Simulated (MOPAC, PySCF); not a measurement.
[Zn(F)2], neutral singlet in the gas phase. 

Cartesian coordinates (Å):
```xyz
3

Zn     0.0000     0.0000     0.0000
F      1.5752    -0.6844     0.1378
F     -1.5752     0.6844    -0.1378
```
Charge 0, multiplicity 1.

All levels are single points at this geometry (r2SCAN-D4/def2-SVP); Pople sets use spherical d functions. Orbital energies aren't observables, and empty levels follow the basis.

| level | HOMO (eV) | LUMO (eV) | gap (eV) | dipole (D) | vertical IE, Delta-SCF (eV) |
|---|---|---|---|---|---|
| B3LYP-D3(BJ)/def2-TZVP in PySCF | -10.30 | -2.32 | 7.98 | 0.00 | – |
| PBE-D3(BJ)/def2-TZVP in PySCF | -8.58 | -2.89 | 5.69 | 0.00 | – |
| TPSSh-D3(BJ)/def2-TZVP in PySCF | -9.43 | -2.29 | 7.14 | 0.00 | – |
| B3LYP/3-21G in PySCF | -8.59 | -1.59 | 6.99 | 0.00 | – |
| B3LYP/6-31G* (LANL2DZ on Zn) in PySCF | -9.29 | -1.91 | 7.38 | 0.00 | 12.95 |
| BP86/6-31G* (LANL2DZ on Zn) in PySCF | -7.73 | -2.51 | 5.22 | 0.00 | – |
| M06-2X/6-31G* (LANL2DZ on Zn) in PySCF | -11.65 | -0.59 | 11.05 | 0.00 | – |
| PBE/6-31G* (LANL2DZ on Zn) in PySCF | -7.60 | -2.45 | 5.15 | 0.00 | – |
| SVWN5/6-31G* (LANL2DZ on Zn) in PySCF | -7.86 | -2.76 | 5.10 | 0.00 | – |
| HF/3-21G in PySCF | -14.31 | 1.43 | 15.73 | 0.00 | – |
| AM1 in MOPAC | -13.37 | 0.11 | 13.48 | 0.00 | – |
| PM3 in MOPAC | -15.37 | -0.89 | 14.48 | 0.00 | – |
| PM7 in MOPAC | -13.44 | 0.02 | 13.46 | 0.00 | – |
